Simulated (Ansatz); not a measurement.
Cartesian coordinates in Å:
```
C 0.3237 0.1051 0.6210
Zn -0.5638 -0.1830 -1.0816
H 0.6619 1.1401 0.7176
H -0.3497 -0.1064 1.4558
H 1.1977 -0.5436 0.7232
H -1.2698 -0.4122 -2.4360
```

Total charge 0; spin multiplicity 1.

Task: List the r2SCAN/def2-TZVPP orbital energies in eV (Ansatz). (Best estimate.)

Result: Ansatz gave: Occupied: -9434.80, -1144.21, -1006.81, -1006.81, -1006.74, -272.33, -130.08, -85.88, -85.88, -85.69, -17.39, -12.12, -11.72, -11.72, -11.70, -11.70, -9.53, -9.53, -8.24, -6.62. Lowest empty: -0.58, -0.58, 0.22, 2.71, 3.39, 3.39, 3.40, 5.48.
